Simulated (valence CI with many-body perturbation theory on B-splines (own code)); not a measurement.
**E1 transitions of Ar XIV**

Calculated by relativistic CI+MBPT: three valence electrons over a frozen Dirac-Fock core [He], a basis of 11 s, 11 p, 9 d, 7 f, 5 g, 2 h, 1 i functions for each j, with the one-electron correlation potential Σ1, the two-electron term Σ2, the three-electron term Σ3, Breit, model QED; selected CI, second order for the rest (own B-spline code, finite nucleus).

No measured levels were compared; by estimate levels of excited configurations hold to 0.05 to 0.15 % of their energy, terms of the ground configuration to about 0.5 %.

Lines 151 to 200 of 250 in falling wavelength, among levels below 37.862 Ry, chosen from the strongest by gf and those to the six lowest levels. Wavelengths and rates use the calculated energies, so an error of 400 cm⁻¹ moves a line at 2.815 nm by 0.011 % and its rate by three times that or more. Electric multipoles are in the length gauge, E1 and E2 with the static RPA response of the core. Weak lines are less certain than strong ones. Lines between different terms over intervals too small for the method are left out, as are lines whose strength nearly cancels. Where a level lies close to another of its J and parity, the split of strength between their lines is uncertain. The highest levels of a list are the least certain.

Names give the largest LS component (configuration and term), which can be under half, so a name can repeat, a term be missing and a line seem to break the LS rules; names also repeat where a configuration has a term twice. Letters in brackets count levels of one name in rising energy.

| λ vac (nm) | Upper | Lower | A (s⁻¹) | S (a.u.) with core polarisation | S without |
| --- | --- | --- | --- | --- | --- |
| 2.815 | 2s 2p 3d 2D°_3/2 [b] | 2s 2p2 2P_1/2 | 2.65e+12 | 1.17e-01 | 1.17e-01 |
| 2.808 | 2s 2p 3d 2P°_1/2 [b] | 2s 2p2 2P_3/2 | 5.65e+11 | 1.23e-02 | 1.24e-02 |
| 2.807 | 2s 2p 3d 2P°_3/2 [b] | 2s 2p2 2P_3/2 | 1.62e+12 | 7.08e-02 | 7.10e-02 |
| 2.801 | 2s 2p 3d 2P°_1/2 [b] | 2s 2p2 2P_1/2 | 3.64e+11 | 7.90e-03 | 7.92e-03 |
| 2.799 | 2s 2p 3d 2P°_3/2 [b] | 2s 2p2 2P_1/2 | 8.80e+11 | 3.81e-02 | 3.82e-02 |
| 2.792 | 2p2 3p 2S°_1/2 | 2s 2p2 2P_3/2 | 5.25e+11 | 1.13e-02 | 1.13e-02 |
| 2.791 | 2s 2p 3d 2D°_3/2 [b] | 2s 2p2 2S_1/2 | 4.98e+11 | 2.14e-02 | 2.14e-02 |
| 2.780 | 2s 2p 3d 4F°_3/2 | 2s 2p2 4P_5/2 | 2.87e+09 | 1.22e-04 | 1.22e-04 |
| 2.777 | 2s 2p 3d 4F°_5/2 | 2s 2p2 4P_5/2 | 4.37e+10 | 2.77e-03 | 2.78e-03 |
| 2.777 | 2s 2p 3d 2P°_1/2 [b] | 2s 2p2 2S_1/2 | 2.16e+12 | 4.56e-02 | 4.57e-02 |
| 2.775 | 2s 2p 3d 2P°_3/2 [b] | 2s 2p2 2S_1/2 | 5.86e+11 | 2.47e-02 | 2.48e-02 |
| 2.772 | 2s 2p 3d 4F°_7/2 | 2s 2p2 4P_5/2 | 2.35e+11 | 1.98e-02 | 1.98e-02 |
| 2.772 | 2s 2p 3d 4F°_3/2 | 2s 2p2 4P_3/2 | 3.59e+10 | 1.51e-03 | 1.51e-03 |
| 2.768 | 2s 2p 3d 4F°_5/2 | 2s 2p2 4P_3/2 | 1.24e+11 | 7.79e-03 | 7.81e-03 |
| 2.765 | 2s 2p 3d 4F°_3/2 | 2s 2p2 4P_1/2 | 3.11e+10 | 1.30e-03 | 1.30e-03 |
| 2.764 | 2s2 3d 2D_3/2 | 2s2 2p 2P°_3/2 | 5.65e+11 | 2.36e-02 | 2.36e-02 |
| 2.763 | 2s2 3d 2D_5/2 | 2s2 2p 2P°_3/2 | 3.38e+12 | 2.11e-01 | 2.12e-01 |
| 2.755 | 2s 2p 3s 2P°_3/2 [b] | 2s 2p2 4P_5/2 | 1.94e+09 | 8.00e-05 | 8.03e-05 |
| 2.750 | 2s 2p 3d 2D°_3/2 [a] | 2s 2p2 4P_5/2 | 2.05e+10 | 8.42e-04 | 8.43e-04 |
| 2.748 | 2s 2p 3d 2D°_5/2 [a] | 2s 2p2 4P_5/2 | 6.50e+11 | 3.99e-02 | 4.00e-02 |
| 2.748 | 2s 2p 3d 4D°_5/2 | 2s 2p2 4P_3/2 | 3.21e+12 | 1.97e-01 | 1.98e-01 |
| 2.747 | 2s 2p 3d 4D°_7/2 | 2s 2p2 4P_5/2 | 5.04e+12 | 4.13e-01 | 4.14e-01 |
| 2.747 | 2s 2p 3d 4D°_3/2 | 2s 2p2 4P_3/2 | 1.46e+12 | 5.98e-02 | 5.99e-02 |
| 2.747 | 2s 2p 3d 4D°_1/2 | 2s 2p2 4P_3/2 | 3.56e+11 | 7.29e-03 | 7.31e-03 |
| 2.747 | 2s2 3d 2D_3/2 | 2s2 2p 2P°_1/2 | 2.86e+12 | 1.17e-01 | 1.17e-01 |
| 2.746 | 2s 2p 3s 2P°_1/2 [b] | 2s 2p2 4P_3/2 | 6.01e+10 | 1.23e-03 | 1.23e-03 |
| 2.746 | 2s 2p 3s 2P°_3/2 [b] | 2s 2p2 4P_3/2 | 8.16e+10 | 3.33e-03 | 3.34e-03 |
| 2.741 | 2s 2p 3d 2D°_3/2 [a] | 2s 2p2 4P_3/2 | 2.52e+11 | 1.02e-02 | 1.03e-02 |
| 2.741 | 2s 2p 3d 4P°_5/2 | 2s 2p2 4P_5/2 | 2.86e+12 | 1.74e-01 | 1.75e-01 |
| 2.741 | 2s 2p 3d 4D°_3/2 | 2s 2p2 4P_1/2 | 2.80e+12 | 1.14e-01 | 1.14e-01 |
| 2.741 | 2s 2p 3d 4D°_1/2 | 2s 2p2 4P_1/2 | 3.98e+12 | 8.08e-02 | 8.10e-02 |
| 2.740 | 2s 2p 3s 2P°_1/2 [b] | 2s 2p2 4P_1/2 | 8.23e+11 | 1.67e-02 | 1.67e-02 |
| 2.739 | 2s 2p 3s 2P°_3/2 [b] | 2s 2p2 4P_1/2 | 9.35e+10 | 3.79e-03 | 3.80e-03 |
| 2.739 | 2s 2p 3d 2D°_5/2 [a] | 2s 2p2 4P_3/2 | 1.18e+12 | 7.20e-02 | 7.22e-02 |
| 2.739 | 2s 2p 3d 4P°_3/2 | 2s 2p2 4P_5/2 | 1.51e+12 | 6.13e-02 | 6.14e-02 |
| 2.735 | 2s 2p 3d 2D°_3/2 [a] | 2s 2p2 4P_1/2 | 2.33e+11 | 9.41e-03 | 9.43e-03 |
| 2.732 | 2s 2p 3d 4P°_5/2 | 2s 2p2 4P_3/2 | 1.17e+10 | 7.08e-04 | 7.08e-04 |
| 2.730 | 2s 2p 3d 4P°_3/2 | 2s 2p2 4P_3/2 | 1.38e+12 | 5.55e-02 | 5.56e-02 |
| 2.729 | 2s 2p 3d 4P°_1/2 | 2s 2p2 4P_3/2 | 2.86e+12 | 5.73e-02 | 5.74e-02 |
| 2.724 | 2s 2p 3d 4P°_3/2 | 2s 2p2 4P_1/2 | 2.30e+11 | 9.20e-03 | 9.22e-03 |
| 2.723 | 2s 2p 3d 4P°_1/2 | 2s 2p2 4P_1/2 | 8.74e+10 | 1.74e-03 | 1.75e-03 |
| 2.722 | 2s 2p 3d 2F°_7/2 [b] | 2s 2p2 2D_5/2 | 2.71e+12 | 2.16e-01 | 2.17e-01 |
| 2.722 | 2s 2p 3d 2F°_5/2 [b] | 2s 2p2 2D_5/2 | 2.10e+11 | 1.25e-02 | 1.25e-02 |
| 2.721 | 2s 2p 3d 2F°_5/2 [b] | 2s 2p2 2D_3/2 | 2.92e+12 | 1.74e-01 | 1.74e-01 |
| 2.712 | 2s 2p 3d 2D°_3/2 [b] | 2s 2p2 2D_3/2 | 4.23e+11 | 1.67e-02 | 1.67e-02 |
| 2.711 | 2s 2p 3d 2D°_5/2 [b] | 2s 2p2 2D_5/2 | 2.90e+11 | 1.71e-02 | 1.72e-02 |
| 2.710 | 2s 2p 3d 2D°_5/2 [b] | 2s 2p2 2D_3/2 | 2.54e+10 | 1.50e-03 | 1.50e-03 |
| 2.705 | 2s 2p 3d 2F°_5/2 [a] | 2s 2p2 4P_3/2 | 8.65e+08 | 5.07e-05 | 5.08e-05 |
| 2.699 | 2s 2p 3d 2P°_1/2 [b] | 2s 2p2 2D_3/2 | 8.43e+10 | 1.63e-03 | 1.64e-03 |
| 2.692 | 2s 2p 3d 2P°_3/2 [a] | 2s 2p2 4P_3/2 | 4.32e+09 | 1.66e-04 | 1.67e-04 |
